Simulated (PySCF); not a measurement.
C₃H₅GaO₂.
Z-matrix (Å and degrees, PBE0-D3(BJ)/def2-SVP geometry), rows numbered from 1:
```
C 
C   1  1.3981
O   2  1.2630  1  127.01
Ga  3  1.9631  2  125.40  1    -0.19
O   4  1.9631  3   92.25  2     0.35
C   5  1.2631  4  125.35  3    -0.36
H   1  1.0899  2  118.53  3   180.00
H   2  1.1057  1  117.62  3   179.97
H   4  1.5619  3  107.20  2   109.25
H   4  1.5621  3  107.25  2  -108.43
H   6  1.1057  1  117.59  2  -179.88
```

Method used: core-valence-separated Tamm–Dancoff BHandHLYP/aug-pcX-1 (pcseg-1 on H, def2-SVPD on Ga) in PySCF, non-relativistic, gas phase, PBE0-D3(BJ)/def2-SVP geometry. No empirical shift is added; at this level the pattern usually sits a few eV under experiment.

(1) Give energies, oscillator strengths and core holes at the C K edge.

(2) Give energies, oscillator strengths and core holes at the O K edge.

Answers

(1) 
```json
{"E (eV)": "282.85", "f": "0.0000", "core hole on": "C1", "main final orbital": "LUMO (99 %)", "polarisation": "–"}
{"E (eV)": "283.31", "f": "0.1534", "core hole on": "C2/C6", "main final orbital": "LUMO (2 roots, f summed)", "polarisation": "–"}
{"E (eV)": "284.88", "f": "0.0610", "core hole on": "C1", "main final orbital": "LUMO+14 (41 %)", "polarisation": "normal to the local trigonal plane"}
{"E (eV)": "285.44", "f": "0.0169", "core hole on": "C1", "main final orbital": "LUMO+1 (76 %)", "polarisation": "in the local trigonal plane"}
{"E (eV)": "286.94", "f": "0.0011", "core hole on": "C1", "main final orbital": "LUMO+3 (55 %)", "polarisation": "in the local trigonal plane"}
{"E (eV)": "287.03", "f": "0.0040", "core hole on": "C1", "main final orbital": "LUMO+5 (41 %)", "polarisation": "in the local trigonal plane"}
{"E (eV)": "287.26", "f": "0.0009", "core hole on": "C1", "main final orbital": "LUMO+2 (60 %)", "polarisation": "–"}
{"E (eV)": "287.35", "f": "0.0007", "core hole on": "C1", "main final orbital": "LUMO+6 (68 %)", "polarisation": "–"}
{"E (eV)": "287.64", "f": "0.0000", "core hole on": "C1", "main final orbital": "LUMO+7 (59 %)", "polarisation": "–"}
{"E (eV)": "288.05", "f": "0.0014", "core hole on": "C1", "main final orbital": "LUMO+5 (36 %)", "polarisation": "in the local trigonal plane"}
{"E (eV)": "288.40", "f": "0.0479", "core hole on": "C2/C6", "main final orbital": "LUMO+1 (2 roots, f summed)", "polarisation": "–"}
{"E (eV)": "288.56", "f": "0.0000", "core hole on": "C1", "main final orbital": "LUMO+8 (97 %)", "polarisation": "–"}
{"E (eV)": "288.59", "f": "0.0030", "core hole on": "C1", "main final orbital": "LUMO+12 (34 %)", "polarisation": "in the local trigonal plane"}
```

The first line with a tenth or more of the strongest one's intensity is at 283.31 eV (f = 0.153, sum of 2), with the hole on C2/C6 (carbon bonded to C, O and H). It is also the strongest listed.

(2) 
```csv
E (eV),f,core hole on,main final orbital
529.84,0.0607,O3/O5,"LUMO (2 roots, f summed)"
533.80,0.0107,O3/O5,"spread (2 roots, f summed)"
534.60,0.0013,O3/O5,"LUMO+1 (2 roots, f summed)"
534.88,0.0157,O3/O5,"LUMO+5 (2 roots, f summed)"
535.42,0.0096,O3/O5,"spread (2 roots, f summed)"
```

The first line with a tenth or more of the strongest one's intensity is at 529.84 eV (f = 0.061, sum of 2), with the hole on O3/O5 (oxygen bonded to C and Ga). It is also the strongest listed.

Roots within 0.03 eV whose holes lie on the same, on equivalent or on shared atoms are summed into one line, and the highest roots are left out, as the search may have cut off their partners. Final orbitals are the ground state's empty Kohn–Sham orbitals. A dash: too weak, shared between unlike atoms, or no plane or axis to refer to.

What length of transition dipole belongs to the line at 284.88 eV?

From f = (2/3) ΔE |μ|² in atomic units, with ΔE = 10.469 Eh and f = 0.0610: |μ| = 0.093 au = 0.24 D.

The list ends where the root search ended, not at a threshold. Relativistic effects, spin–orbit coupling among them, are left out although an element past zinc is present.
